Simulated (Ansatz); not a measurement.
Geometry optimisation, RKS B3LYP/def2-SVP (Ansatz 0.2.0).

input.yaml

```yaml
crystal:
  periodic: [false, false, false]
  atoms:
    - { symbol: C, position_ang: [-0.4136, 0.3875, -0.3675] }
    - { symbol: S, position_ang: [0.3062, -1.0898, 0.2407] }
    - { symbol: Cu, position_ang: [1.932, -1.6075, 1.6208] }
    - { symbol: H, position_ang: [-1.207, 0.1818, -1.0841] }
    - { symbol: H, position_ang: [0.2995, 1.0362, -0.9266] }
    - { symbol: H, position_ang: [-0.875, 1.0278, 0.4705] }
basis:
  gaussian: { orbitals: def2-SVP }
hamiltonian:
  xc: b3lyp
relax:
  f_tol: 0.02
  max_steps: 50
```

Command:

```bash
$ ansatz run input.yaml --threads 1 --pin off --max-ram 2048MiB --backend cpu --events-out ev --progress --plain --runs-dir out
```

Problem. Where does it end, and by what steps?

Solution. The run converged. After 5 steps the energy has fallen by 0.598 eV; Cu3 moved furthest, 0.55 Å.

| step | energy less start (eV) | largest force component (eV/Å) | accepted |
| --- | --- | --- | --- |
| 0 | 0.0000 | 3.093 | yes |
| 1 | -0.4250 | 1.125 | yes |
| 2 | -0.5543 | 0.441 | yes |
| 3 | -0.5913 | 0.280 | yes |
| 4 | -0.5974 | 0.064 | yes |
| 5 | -0.5978 | 0.004 | yes |

```xyz
6
Properties=species:S:1:pos:R:3
C -0.362 0.349 -0.320
S 0.125 -1.382 0.078
Cu 1.736 -1.124 1.463
H -1.192 0.282 -1.040
H 0.454 0.916 -0.791
H -0.720 0.896 0.564
```

The run took 22 s on 1 thread of Arm Neoverse V2, with other jobs on the host, peak memory 0.16 GiB.
